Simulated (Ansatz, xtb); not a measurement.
**C5H7NO2S: which of two isomers lies lower**

Structure a is `CS(=O)(=O)c1cc[nH]c1`, a singlet and structure b is `NC(=O)[C@@H]1CSCC1=O`, a singlet. Both are isolated molecules in the gas phase, relaxed with PBE0-D3(BJ)/def2-SVP; the shapes shown needn't be the lowest conformers.

a (Å):

```xyz
16

C    -2.3374    0.2120    1.5126
C     0.0128    1.3640    0.5288
C     1.1860    1.0254    1.2571
C     2.1669    0.8021    0.3191
C     0.3131    1.3449   -0.8190
N     1.6213    0.9994   -0.9236
O    -1.3610    2.4434    2.4649
O    -2.3216    2.4202    0.1042
S    -1.5584    1.7842    1.1771
H    -3.3215    0.4612    1.9331
H    -1.7353   -0.3414    2.2438
H    -2.4459   -0.3436    0.5733
H     1.2854    0.9793    2.3388
H     3.2131    0.5298    0.4392
H     2.1278    0.9213   -1.7951
H    -0.3168    1.5721   -1.6753
```

b (Å):

| atom | x (Å) | y (Å) | z (Å) |
| --- | --- | --- | --- |
| C | -1.9147 | -0.6071 | -0.7379 |
| C | -0.6950 | 0.2230 | -1.1563 |
| C | 0.3585 | -0.5985 | -1.8790 |
| C | 1.4958 | 0.9403 | -0.1326 |
| C | -0.0171 | 0.9995 | -0.0326 |
| N | -2.7751 | 0.0339 | 0.0813 |
| O | -2.0782 | -1.7270 | -1.1740 |
| O | -0.6021 | 1.6076 | 0.8302 |
| S | 1.8945 | 0.3814 | -1.8075 |
| H | -3.5579 | -0.4963 | 0.4422 |
| H | -2.4569 | 0.8675 | 0.5694 |
| H | -1.0704 | 1.0142 | -1.8333 |
| H | 0.4879 | -1.5766 | -1.3917 |
| H | 0.1040 | -0.7825 | -2.9299 |
| H | 1.8586 | 0.2330 | 0.6356 |
| H | 1.9299 | 1.9256 | 0.0859 |

Quicker runs give these differences E(b) − E(a): GFN2-xTB −1.025 eV; HF/STO-3G −11.434 eV (at GFN2-xTB geometries); r2SCAN-D4/def2-SVP −2.675 eV (at GFN2-xTB geometries).

Q: Estimate E(b) − E(a) at the level CCSD(T)/def2-SVP + ΔMP2/def2-TZVPP.

A: Calculated at CCSD(T)/def2-SVP + ΔMP2/def2-TZVPP: E(b) − E(a) = −1.349 eV, so structure b lies lower.

Level by level:

| level | geometry | E(b) − E(a) (eV) | departure from the last row (eV) | job, with rough time for the two |
| --- | --- | --- | --- | --- |
| GFN2-xTB | GFN2-xTB | −1.025 | +0.324 | optimisation, 0.28 s |
| HF/STO-3G | GFN2-xTB | −11.434 | −10.085 | single point, 0.59 s |
| r2SCAN-D4/def2-SVP | GFN2-xTB | −2.675 | −1.327 | single point, 4.8 s |
| PBE0-D3(BJ)/def2-SVP | PBE0-D3(BJ)/def2-SVP | −2.752 | −1.403 | optimisation, 61 s |
| HF/def2-SVP | PBE0-D3(BJ)/def2-SVP | −3.435 | −2.086 | part of the CCSD(T) run |
| MP2/def2-SVP | PBE0-D3(BJ)/def2-SVP | −2.799 | −1.451 | part of the CCSD(T) run |
| CCSD(T)/def2-SVP | PBE0-D3(BJ)/def2-SVP | −3.116 | −1.767 | single point |
| CCSD(T)/def2-SVP + ΔMP2/def2-TZVPP | PBE0-D3(BJ)/def2-SVP | −1.349 |  | single point, 2.8 min |

As drawn, b has 1 C–N, 2 C=O, 4 C–C, 1 N–H in place of 2 O=S, 3 C∷C, 2 C∷N, 1 C–H (∷ is an aromatic bond). Structure a has a 5-membered ring (with an aromatic ring), b a 5-membered ring.

The levels shown agree on the order. The largest departure from CCSD(T)/def2-SVP + ΔMP2/def2-TZVPP is that of HF/STO-3G, 10.085 eV. The last row adds to CCSD(T) the change of the MP2 difference between the two basis sets, here +1.767 eV, a large step that makes the value less sure.

With thermal terms from frequencies at re-optimised GFN2-xTB minima (ideal gas, soft modes damped towards free rotors, one conformer each, 298.15 K, 1 atm): the zero-point term adds +0.011 eV; ΔH is −1.346 and ΔG −1.334 eV.

The correlated steps freeze 13 core orbitals. Mirror images aren't counted in ΔG. Programs: Ansatz 0.2.0, xtb 6.7.1; the last row on 4 threads of Arm Neoverse V2 on a shared host.
